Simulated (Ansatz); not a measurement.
`FC1(CCl)O[SiH2]1` and `FC1([SiH3])O[SiH2]1` differ in one atom or group.

Ansatz, PBE0-D4/def2-TZVP geometries, multiplicity 1. Each molecule was computed in one conformer, which needn't be the lowest.

| property | `FC1(CCl)O[SiH2]1` |
| --- | --- |
| HOMO–LUMO gap (B3LYP/def2-TZVPP) / eV | 6.17 |
| HOMO energy (PBE/def2-TZVPP) / eV | -6.51 |
| HOMO energy (ωB97M-V/def2-TZVPP) / eV | -9.98 |
| HOMO–LUMO gap (PBE/def2-TZVPP) / eV | 4.51 |
| HOMO–LUMO gap (ωB97M-V/def2-TZVPP) / eV | 10.59 |
| HOMO–LUMO gap (PBE0/def2-TZVPP) / eV | 6.61 |

(1) What does the change do to each property? (Estimate.)

## Answers

(1) Computed: 
```json
{"property": "HOMO–LUMO gap (B3LYP/def2-TZVPP) / eV", "`FC1([SiH3])O[SiH2]1`": "5.97", "shift": "-0.20"}
{"property": "HOMO energy (PBE/def2-TZVPP) / eV", "`FC1([SiH3])O[SiH2]1`": "-6.12", "shift": "0.39"}
{"property": "HOMO energy (ωB97M-V/def2-TZVPP) / eV", "`FC1([SiH3])O[SiH2]1`": "-9.57", "shift": "0.41"}
{"property": "HOMO–LUMO gap (PBE/def2-TZVPP) / eV", "`FC1([SiH3])O[SiH2]1`": "4.33", "shift": "-0.18"}
{"property": "HOMO–LUMO gap (ωB97M-V/def2-TZVPP) / eV", "`FC1([SiH3])O[SiH2]1`": "10.35", "shift": "-0.24"}
{"property": "HOMO–LUMO gap (PBE0/def2-TZVPP) / eV", "`FC1([SiH3])O[SiH2]1`": "6.40", "shift": "-0.21"}
```

With PBE0 the HOMO rises by 0.42 eV and the LUMO rises by 0.20 eV, so the gap narrows by about 0.22 eV. PBE moves the HOMO by 0.39 eV and ωB97M-V by 0.41 eV.

B3LYP here is the variant with VWN-RPA as its local correlation; programs differ in this.
